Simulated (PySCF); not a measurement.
Planning a core-ionisation job on `FB(F)C1=CCC1`.

Method: delta-SCF UKS SCAN, pcX-2 on the ionised atom, pcseg-1 elsewhere, non-relativistic (PySCF 2.14.0). Geometry: PBE0-D3(BJ)/def2-SVP. Work: ΔSCF core ionisation, 6 holes, density fitting. The input is one job of a driver script: a line of settings, then coordinates in Å.

Command:
```bash
OMP_NUM_THREADS=1 python probes_run.py task.json out
```

Input:
```
{"job": {"kind": "xps", "x2c": false}, "charge": 0, "multiplicity": 1}
F      2.655472    -1.287363     0.746279
B      2.052507    -0.171196     0.369257
F      2.814589     0.899855     0.221522
C      0.536211    -0.113467     0.106193
C     -0.442204    -1.045625     0.163614
C     -1.540594    -0.107607    -0.250856
C     -0.428919     0.978460    -0.325113
H     -0.434555    -2.109814     0.420374
H     -2.325562     0.067771     0.503825
H     -2.035557    -0.346549    -1.207160
H     -0.251319     1.394072    -1.329943
H     -0.544834     1.816343     0.380791
```

Hardware: an Arm Neoverse V2 with one thread, shared host. PySCF's memory limit was set to 1760 MB.

The basis has 154 functions.

**Question.** How long does the run take?

**Answer.** About 49 s. The run took 116 SCF cycles in all, 8.2 s a hole on average.

**Question.** Estimate the peak memory.

**Answer.** About 0.55 GiB. Peak memory is the resident size of the whole Python process, interpreter and libraries included.

The host was shared with other jobs, so the times are rough.
